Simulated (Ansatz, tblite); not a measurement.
Removing an electron: [CuMe2]- (C2H6Cu⁻). Charge -1, multiplicity 1. Geometry: PBE0-D4/def2-TZVPD. Ansatz, gas phase; energy differences of separate SCF runs; the oxidised species was run as a doublet alone.

```xyz
9

Cu    0.000    0.000    0.000
C     1.579    0.138   -1.158
H     1.468   -0.441   -2.090
H     2.493   -0.234   -0.668
H     1.788    1.177   -1.461
C    -1.579   -0.138    1.158
H    -2.476    0.311    0.701
H    -1.435    0.371    2.126
H    -1.839   -1.183    1.392
```

The xTB rows come from tblite.

(1) Estimate orbital energies and vertical ionisation energies at: GFN1-xTB; GFN2-xTB; r2SCAN-D4/def2-TZVPD; PBE0-D4/def2-TZVPD.

Results:

(1) 
| level | −HOMO (eV) | vertical IE (eV) | −LUMO (eV) | HOMO–LUMO gap (eV) | remarks |
| --- | --- | --- | --- | --- | --- |
| GFN1-xTB | 5.03 | 7.90 | -1.49 | 6.52 | – |
| GFN2-xTB | 2.26 | 6.24 | -4.33 | 6.60 | – |
| r2SCAN-D4/def2-TZVPD | -0.57 | 2.50 | -4.12 | 3.55 | HOMO above zero (-1 singlet) |
| PBE0-D4/def2-TZVPD | 0.54 | 2.45 | -4.19 | 4.73 | – |

Run but left out: PBE-D4/def2-TZVPD (neutral doublet: an occupied level 0.31 eV above an empty one).  A HOMO above zero means that the electron is unbound at that level or that self-interaction error raises the level; the energy of removing that electron tells which. Raw xTB energy differences between charge states are shifted by several eV; the methods need an empirical correction for them.
